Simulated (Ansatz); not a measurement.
C₂H₇BClGa (`[BH2][GaH][CH2]CCl`) at its PBE0-D4/def2-TZVP geometry, where that method's forces vanish. Total charge 0; spin multiplicity 1.

```xyz
12

B     2.0295   -0.6634    1.1594
Ga    0.0722   -1.0533    0.5957
C    -1.2133    0.4347    0.1523
C    -0.7310    0.9615   -1.1728
Cl    0.0058   -0.4134   -2.1249
H     2.3250   -0.4647    2.3055
H     2.9366   -0.6219    0.3774
H    -0.5523   -2.5004    0.6449
H    -1.2262    1.2379    0.8930
H    -2.2222    0.0281    0.0671
H    -1.5005    1.3701   -1.8274
H     0.0764    1.6848   -1.0702
```

**Question.** What forces (eV/Å) does PBE-D4/def2-TZVPP give on these atoms in Ansatz 0.2.0? (Best estimate.)

**Answer.** The calculation gave: 
```
B1  -0.170 -0.040 -0.048
Ga2  0.274 -0.046  0.087
C3  -0.073  0.048 -0.016
C4  -0.048  0.060  0.127
Cl5  0.149 -0.274 -0.232
H6   0.020  0.021  0.124
H7   0.091  0.005 -0.091
H8  -0.059 -0.072 -0.004
H9   0.013  0.132  0.167
H10 -0.195 -0.088 -0.002
H11 -0.168  0.092 -0.139
H12  0.165  0.162  0.025
```
